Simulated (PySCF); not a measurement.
Cl2HSi, SMILES Cl[SiH]Cl, multiplicity 2. The structure is a stationary point at PBE0-D3(BJ)/def2-TZVP. The isomer is the one that the SMILES or the coordinates give; other isomers of the formula were not compared.

Computed with PBE0-D3(BJ)/def2-TZVP (PySCF).

Harmonic wavenumbers (cm⁻¹): 178, 518, 581, 653, 742, 2186. Rotational constants (GHz): 15.86, 2.512, 2.195; symmetry number 1.

Problem. Work out the zero-point energy and the ideal-gas rigid-rotor harmonic-oscillator thermochemistry at 298.15 K and 1 atm.

Solution. ZPE = ½ Σ hcν = ½ × 4858 cm⁻¹ = 29.06 kJ/mol. H − E(el) = 42.14 kJ/mol. Entropy in J/(mol K): translation 166.18, rotation 107.57, vibration 17.03, spin 5.76, total 296.55. G − E(el) = -46.27 kJ/mol. Cp = 57.65 J/(mol K).
